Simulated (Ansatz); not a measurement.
Ideal-gas functions of BrH₂InOS (`[OH][In]([SH])[Br]`) at 800 K and 1 bar, from an Ansatz frequency run at PBE0-D4/def2-TZVP.

Molar mass 244.8 g/mol, point group Cs (symmetry number 1), electronic degeneracy 1, moments of inertia 164.782, 483.48, 648.262 u Å². Harmonic wavenumbers (cm⁻¹, unscaled): 71, 109, 115, 195, 257, 268, 361, 611, 682, 818, 2707, 3885.

Use S(trans) = R[1.5 ln M + 2.5 ln T − 1.1517]; rotational temperatures θ = 24.2544 K / I; S(rot) = R[ln(√π/σ · √(T³/θAθBθC)) + 1.5]; for each mode x = 1.438777 ν̃/T, S = R[x/(eˣ − 1) − ln(1 − e⁻ˣ)] and H = RT x/(eˣ − 1); 1 cm⁻¹ = 0.0119627 kJ/mol; R = 8.31446 J/(mol·K).

Problem. By hand: the entropy, in J/(mol·K).

Solution. Translation 198.0. Rotation: θ = 0.1472, 0.0502, 0.0374 K, giving 134.7. Vibration, mode by mode: 25.43, 21.88, 21.43, 17.07, 14.80, 14.46, 12.05, 7.94, 7.12, 5.82, 0.38, 0.06, in all 148.4. Electronic 0.0. Sum 481.1 J/(mol·K).

Problem. By hand: H − E and G − E in kJ/mol, counted from the electronic energy.

Solution. Zero-point energy ½ × 10079 × 0.0119627 = 60.3; thermal vibration 49.2; translation, rotation and pV give 4 RT = 26.6. H − E = 136.1 kJ/mol, and G − E = 136.1 − 800 × 481.1/1000 = -248.8 kJ/mol.

Vibration gives 31 % of the entropy, 68.7 J/(mol·K) of it from the modes under 150 cm⁻¹: soft modes count most, and the harmonic formula is weakest for them. The sum counts one conformer and one mirror image; others add a mixing term.
